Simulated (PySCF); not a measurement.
# Computed records: C₂H₅BN, CH₄B₂Cl, CH₆B₂N, CH₅B₂O

Calculation on a computer-drawn molecule: optimised geometry and harmonic frequencies of an isolated molecule of the commonest isotopes, restricted reference for singlets and unrestricted otherwise, frozen core in MP2. Program: PySCF 2.14.0.

Common to all runs: charge 0; multiplicity 2; method HF.

```yaml
- entry: 1
  formula: C2H5BN
  start_structure:
    atoms_angstrom:
      - [C, -0.5099, 0.3661, -0.2075]
      - [B, 0.76, 0.6016, -0.5455]
      - [C, 2.2671, 0.8095, -0.8931]
      - ["N", 3.3014, 0.7726, -0.0196]
      - [H, -1.1004, -0.3762, -0.6196]
      - [H, -1.0431, 0.9309, 0.5299]
      - [H, 2.5344, 1.0167, -1.9296]
      - [H, 3.0788, 0.4089, 0.8767]
      - [H, 4.2314, 0.615, -0.4102]
  given:
    basis: cc-pVDZ
    drawn_bonds_atom: [1, 2, 3, 1, 1, 3, 4, 4]
    drawn_bonds_other_atom: [2, 3, 4, 5, 6, 7, 8, 9]
    drawn_bonds_order: [1, 2, 1, 1, 1, 1, 1, 1]
  results:
    optimised_atom_element: [C, B, C, "N", H, H, H, H, H]
    "optimised_atom_x [angstrom]": [-0.5174, 0.8108, 2.236, 3.28, -0.9925, -1.148, 2.519, 3.123, 4.208]
    "optimised_atom_y [angstrom]": [0.3745, 0.6102, 0.8475, 0.7005, -0.5892, 1.144, 1.207, 0.2122, 0.6383]
    "optimised_atom_z [angstrom]": [-0.1917, -0.5364, -0.8992, -0.03353, -0.3437, 0.2398, -1.882, 0.8241, -0.3963]
    "modes_frequency [cm^-1]": [196.3, 276.4, 392.7, 407.5, 479.3, 564.4, 790.9, 822.9, 827.4, 850.0, 1193, 1350, 1438, 1542, 1768, 1826, 3291, 3334, 3366, 3796, 3922]
    "modes_reduced_mass [dalton]": [3.354, 1.641, 1.154, 1.178, 1.564, 4.545, 1.246, 1.316, 1.71, 2.832, 1.181, 2.393, 1.158, 1.72, 1.298, 4.703, 1.062, 1.087, 1.109, 1.048, 1.103]
    "rotational_constants [GHz]": [40.92, 3.825, 3.586]
    "total_energy [hartree]": -157.7125
    spin_squared: 0.766
    "convergence_status_largest_gradient_component [hartree/bohr]": 3.993e-05
- entry: 2
  formula: CH4B2Cl
  start_structure:
    atoms_angstrom:
      - [C, 0.7983, -1.5764, -1.6398]
      - [B, -0.0992, -0.4848, -1.1611]
      - [B, -1.2152, -0.9798, 0.0225]
      - [Cl, -2.4023, -2.1439, -0.4056]
      - [H, 0.5123, -2.5842, -1.7545]
      - [H, 1.853, -1.4152, -1.8209]
      - [H, 0.0078, 0.598, -1.4858]
      - [H, -1.2066, -0.5809, 1.098]
  given:
    basis: "cc-pV(D+d)Z"
    drawn_bonds_atom: [1, 2, 3, 1, 1, 2, 3]
    drawn_bonds_other_atom: [2, 3, 4, 5, 6, 7, 8]
    drawn_bonds_order: [1, 1, 1, 1, 1, 1, 1]
  results:
    optimised_atom_element: [C, B, B, Cl, H, H, H, H]
    "optimised_atom_x [angstrom]": [0.9742, -0.09578, -1.286, -2.841, 1.037, 1.732, -0.08709, -1.186]
    "optimised_atom_y [angstrom]": [-1.588, -0.6048, -1.015, -1.677, -2.625, -1.3, 0.5214, -0.879]
    "optimised_atom_z [angstrom]": [-1.62, -1.104, 0.04105, -0.5107, -1.302, -2.344, -1.534, 1.226]
    "modes_frequency [cm^-1]": [90.31, 178.9, 257.5, 290.1, 650.6, 746.3, 770.4, 867.0, 878.6, 954.8, 1092, 1124, 1306, 1566, 2663, 2730, 3269, 3355]
    "modes_reduced_mass [dalton]": [3.155, 1.59, 1.95, 1.618, 2.687, 1.334, 1.331, 2.531, 1.828, 1.497, 2.037, 1.337, 2.654, 1.188, 1.091, 1.093, 1.056, 1.113]
    "rotational_constants [GHz]": [18.27, 2.513, 2.378]
    "total_energy [hartree]": -549.0549
    spin_squared: 0.7573
    "convergence_status_largest_gradient_component [hartree/bohr]": 2.087e-05
- entry: 3
  formula: CH6B2N
  start_structure:
    atoms_angstrom:
      - [C, 0.3857, -1.32, 3.0718]
      - [B, -0.1265, -0.5676, 1.906]
      - [B, -1.6772, -0.7733, 1.4029]
      - ["N", -2.1619, -2.0082, 1.0588]
      - [H, 0.9572, -0.8758, 3.8625]
      - [H, -0.0031, -2.2895, 3.3868]
      - [H, 0.5322, 0.2266, 1.3526]
      - [H, -2.5661, 0.0893, 1.4748]
      - [H, -1.4936, -2.8396, 0.9695]
      - [H, -3.0843, -2.2405, 0.7639]
  given:
    basis: cc-pVDZ
    drawn_bonds_atom: [1, 2, 3, 1, 1, 2, 3, 4, 4]
    drawn_bonds_other_atom: [2, 3, 4, 5, 6, 7, 8, 9, 10]
    drawn_bonds_order: [1, 1, 1, 1, 1, 1, 1, 1, 1]
  results:
    optimised_atom_element: [C, B, B, "N", H, H, H, H, H, H]
    "optimised_atom_x [angstrom]": [0.4339, -0.1658, -1.783, -2.211, 1.456, -0.1279, 0.5621, -2.639, -1.606, -3.158]
    "optimised_atom_y [angstrom]": [-1.17, -0.6524, -0.9346, -2.045, -0.967, -1.769, 0.01851, -0.1249, -2.78, -2.173]
    "optimised_atom_z [angstrom]": [3.319, 1.989, 1.497, 0.7668, 3.627, 4.032, 1.294, 1.78, 0.4652, 0.4789]
    "modes_frequency [cm^-1]": [80.84, 196.0, 231.7, 315.1, 568.4, 618.8, 700.7, 742.7, 845.7, 884.3, 985.9, 997.0, 1088, 1208, 1248, 1436, 1565, 1763, 2609, 2634, 3258, 3340, 3811, 3909]
    "modes_reduced_mass [dalton]": [2.143, 1.304, 1.673, 1.765, 1.211, 1.688, 1.737, 1.431, 1.463, 1.118, 1.311, 1.371, 2.131, 1.478, 2.316, 3.337, 1.189, 1.203, 1.09, 1.092, 1.056, 1.113, 1.051, 1.098]
    "rotational_constants [GHz]": [22.49, 3.656, 3.474]
    "total_energy [hartree]": -145.1724
    spin_squared: 0.7574
    "convergence_status_largest_gradient_component [hartree/bohr]": 7.833e-06
- entry: 4
  formula: CH5B2O
  start_structure:
    atoms_angstrom:
      - [C, 1.5368, -0.6338, 2.5014]
      - [B, 0.1199, -0.3686, 2.3653]
      - [B, -0.4178, 0.7439, 1.1563]
      - [O, -0.7895, 0.4738, -0.0255]
      - [H, 1.9409, -1.6063, 2.7627]
      - [H, 2.3151, 0.1142, 2.3015]
      - [H, -0.7797, -0.9474, 2.9338]
      - [H, -0.3569, 1.9275, 1.4865]
      - [H, -1.1054, 1.1217, -0.6906]
  given:
    basis: cc-pVDZ
    drawn_bonds_atom: [1, 2, 3, 1, 1, 2, 3, 4]
    drawn_bonds_other_atom: [2, 3, 4, 5, 6, 7, 8, 9]
    drawn_bonds_order: [1, 1, 1, 1, 1, 1, 1, 1]
  results:
    optimised_atom_element: [C, B, B, O, H, H, H, H, H]
    "optimised_atom_x [angstrom]": [1.599, 0.1033, -0.4676, -0.703, 1.943, 2.403, -0.6941, -0.6869, -1.034]
    "optimised_atom_y [angstrom]": [-0.6937, -0.3752, 0.8206, 0.5149, -1.442, -0.1972, -0.9963, 1.956, 1.238]
    "optimised_atom_z [angstrom]": [2.487, 2.263, 1.178, -0.123, 3.196, 1.948, 2.925, 1.55, -0.6329]
    "modes_frequency [cm^-1]": [91.69, 197.2, 242.9, 326.2, 620.6, 703.3, 754.0, 849.5, 879.3, 1004, 1077, 1093, 1246, 1268, 1444, 1566, 2594, 2644, 3262, 3345, 4163]
    "modes_reduced_mass [dalton]": [2.636, 1.338, 1.747, 1.993, 1.342, 1.756, 1.441, 1.129, 1.809, 1.635, 1.071, 2.031, 1.839, 2.274, 3.277, 1.191, 1.089, 1.092, 1.056, 1.113, 1.066]
    "rotational_constants [GHz]": [23.69, 3.749, 3.554]
    "total_energy [hartree]": -165.0074
    spin_squared: 0.7574
    "convergence_status_largest_gradient_component [hartree/bohr]": 1.362e-05
```
